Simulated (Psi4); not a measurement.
Approach curve of the dimer CH4 ··· CH4O (SMILES C and CO). Monomers: optimised at B3LYP-D3(BJ) (def2-TZVP), held rigid. Orientation: a higher rigid-body minimum at GFN2-xTB. The monomers approach along the line of their centres of mass (distance R); nothing else relaxes.

Geometry at R = 4.49 Å (first 5 atoms: monomer A):
```
11

C      0.0000     0.0000     0.0000
H      0.3855    -0.7725     0.6640
H      0.8166     0.4098    -0.5929
H     -0.4532     0.7942     0.5917
H     -0.7489    -0.4315    -0.6627
C     -2.5945    -1.0820     2.5060
O     -3.4933    -1.5527     3.5005
H     -3.0456    -0.3100     1.8728
H     -2.2236    -1.8914     1.8674
H     -1.7469    -0.6432     3.0304
H     -4.2558    -1.9468     3.0658
```

Methods: PBE/def2-TZVP, counterpoise-corrected (Psi4); PBE-D3(BJ)/def2-TZVP, counterpoise-corrected (Psi4); SAPT0/jun-cc-pVDZ, frozen core (Psi4).

Interaction energies in kJ/mol; the last columns give the difference from SAPT0:

```
R / Å  PBE/def2-TZVP  PBE-D3(BJ)/def2-TZVP  SAPT0/jun-cc-pVDZ  PBE/def2-TZVP − SAPT0/jun-cc-pVDZ  PBE-D3(BJ)/def2-TZVP − SAPT0/jun-cc-pVDZ
-----  -------------  --------------------  -----------------  ---------------------------------  ----------------------------------------
3.87            4.53                  0.26               3.18                               1.35                                     -2.93
4.12            0.61                 -2.92              -0.25                               0.85                                     -2.67
4.30           -0.52                 -3.52              -1.06                               0.54                                     -2.46
4.49           -0.98                 -3.46              -1.27                               0.30                                     -2.18
4.70           -1.04                 -3.02              -1.19                               0.15                                     -1.83
4.90           -0.92                 -2.49              -1.01                               0.10                                     -1.47
5.16           -0.68                 -1.84              -0.78                               0.10                                     -1.06
5.52           -0.40                 -1.15              -0.52                               0.12                                     -0.63
5.95           -0.19                 -0.65              -0.33                               0.13                                     -0.33
6.71           -0.05                 -0.26              -0.15                               0.10                                     -0.10
7.70           -0.02                 -0.10              -0.07                               0.05                                     -0.03
8.98           -0.01                 -0.04              -0.03                               0.02                                     -0.01
```

PBE/def2-TZVP is furthest from SAPT0/jun-cc-pVDZ at 3.87 (1.35 kJ/mol, above); its mean absolute difference over the points is 0.32 kJ/mol.

PBE-D3(BJ)/def2-TZVP is furthest from SAPT0/jun-cc-pVDZ at 3.87 (-2.93 kJ/mol, below); its mean absolute difference over the points is 1.31 kJ/mol.
